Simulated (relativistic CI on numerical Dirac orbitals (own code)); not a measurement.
**How the errors of a small relativistic CI change along the 21-electron sequence**

Levels calculated with a relativistic CI code on KLI orbitals, against measured ones, in five cumulative steps: (1) Dirac-Coulomb, each configuration alone; (2) with Breit and QED terms; (3) with configuration mixing; (4) with scaled Slater integrals; (5) with a P86 correlation estimate. Each ion has its own short list of configurations; levels above 2,000 cm⁻¹ that pair in every step are counted, and ions without enough such levels are left out. The scale is 0.85 up to charge 4 and 0.9 beyond; P86 is a density functional added for each configuration.

Median relative error (%):

| Ion | Ground | Levels | (1) | (2) | (3) | (4) | (5) |
| --- | --- | --- | --- | --- | --- | --- | --- |
| Sc | 3d 4s2 | 7 | 18.3 | 18.9 | 23.5 | 21.7 | 9.8 |
| Ti+ | 3d2 4s | 41 | 22.2 | 21.8 | 23.6 | 7.0 | 4.5 |
| V2+ | 3d3 | 59 | 4.4 | 4.5 | 4.3 | 5.3 | 1.4 |
| Cr3+ | 3s2 3d3 | 63 | 1.7 | 1.6 | 1.6 | 1.9 | 1.7 |
| Mn4+ | 3s2 3d3 | 64 | 0.8 | 0.8 | 0.8 | 1.1 | 1.7 |
| Fe5+ | 3s2 3d3 | 46 | 1.3 | 1.3 | 1.7 | 0.6 | 2.5 |
| Co6+ | 3s2 3d3 | 13 | 0.1 | 0.2 | 0.3 | 0.4 | 1.4 |
| Ni7+ | 3s2 3d3 | 11 | 0.8 | 0.8 | 0.7 | 0.4 | 1.8 |

Mean absolute error (cm⁻¹):

```
 Ion   (1)   (2)   (3)   (4)   (5)
  Sc  3324  3357  2996  2805  1523
 Ti+  3756  3741  3388  2547  1359
 V2+  3055  3014  2914  3381   888
Cr3+  2491  2469  2204  2519  2286
Mn4+  2569  2548  2277  2244  3252
Fe5+  3471  3467  3186   994  4843
Co6+  1701  1714  1317  1304  4467
Ni7+  2375  2362  2003   494  5175
```

In step (3), fully ab initio, the relative error is 23.5 % for Sc and 0.7 % for Ni7+, while the absolute error goes from 2996 to 2003 cm⁻¹. The relative error falls from the first to the last ion but not steadily, and the ground configuration changes on the way. The sets of levels differ from ion to ion, which blurs the trend. Mixing (step 3) lowers the mean absolute error for 8 of the 8 ions and scaling (step 4) for 6. The P86 step changes the mean absolute error by a factor of 0.5 for the first ion and 10.5 for the last.

Sources of the measured levels: Sc, NIST Handbook of Basic Atomic Spectroscopic Data (Sansonetti and Martin, J. Phys. Chem. Ref. Data 34, 1559 (2005)); Ti+, NIST Handbook of Basic Atomic Spectroscopic Data (Sansonetti and Martin, J. Phys. Chem. Ref. Data 34, 1559 (2005)); V2+, Sugar and Corliss, J. Phys. Chem. Ref. Data 7, 1191 (1978); Cr3+, Sugar and Corliss, J. Phys. Chem. Ref. Data 6, 317 (1977); Mn4+, Corliss and Sugar, J. Phys. Chem. Ref. Data 6, 1253 (1977); Fe5+, Corliss and Sugar, J. Phys. Chem. Ref. Data 11, 135 (1982); Co6+, Sugar and Corliss, J. Phys. Chem. Ref. Data 10, 1097 (1981); Ni7+, Corliss and Sugar, J. Phys. Chem. Ref. Data 10, 197 (1981). Some J values or terms were assigned by a fit.
